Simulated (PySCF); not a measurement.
# Dipole moment and polarisability across levels of theory

Compound: CH₅Cl₂Ga₂N.
SMILES with atom numbers: `[CH2:1]=[N:2][GaH-:3]1[Cl+:4][GaH2-:5][Cl+:6]1` (hydrogens: H7, H8 on C1; H9 on Ga3; H10, H11 on Ga5)

PySCF, dipoles from the SCF density, polarisabilities from static response with core orbitals frozen. The structure is a single PBE0-D3(BJ)/def2-SVP conformer in the gas phase; no vibrational or solvent corrections. Relativistic effects, spin–orbit coupling among them, are left out although an element past zinc is present.

Problem. How do dipole and polarisability depend on functional and basis here?

Solution. 

```
              level  μ (D)  α (Å³)  anisotropy (Å³)
      LDA/def2-SVPD  1.040   16.74             6.39
      PBE/def2-SVPD  0.969   16.46             6.22
    B3LYP/def2-SVPD  1.047   15.87             5.81
     PBE0/def2-SVPD  1.050   15.65             5.70
BHandHLYP/def2-SVPD  1.134   15.09             5.35
CAM-B3LYP/def2-SVPD  1.109   15.51             5.52
  wB97X-D/def2-SVPD  1.116   15.45             5.49
  LC-wPBE/def2-SVPD  1.142   15.03             5.27
       HF/def2-SVPD  1.258   14.25             4.87
        PBE0/6-31G*  1.098   13.31             6.17
      PBE0/def2-SVP  1.079   13.14             6.66
   PBE0/aug-cc-pVDZ  1.037   15.82             5.80
     PBE0/def2-TZVP  1.028   14.93             6.19
```

The anisotropy is √(½[(α1 − α2)² + (α2 − α3)² + (α3 − α1)²]). The dipole runs from 0.97 D (PBE/def2-SVPD) to 1.26 D (HF/def2-SVPD). No reference polarisability is at hand; against PBE0 in the largest diffuse basis at hand (aug-cc-pVDZ) the other PBE0 rows deviate by 6-31G* -16%, def2-SVP -17%, def2-SVPD -1%, def2-TZVP -6%. In one basis (def2-SVPD) the functionals order the polarisability from HF (lowest) to LDA (highest), a spread of 17%. With PBE0 the polarisability is 13.79 Å³ without diffuse functions (mean of 6-31G*, def2-SVP and def2-TZVP) and 15.73 Å³ with them (mean of def2-SVPD and aug-cc-pVDZ).
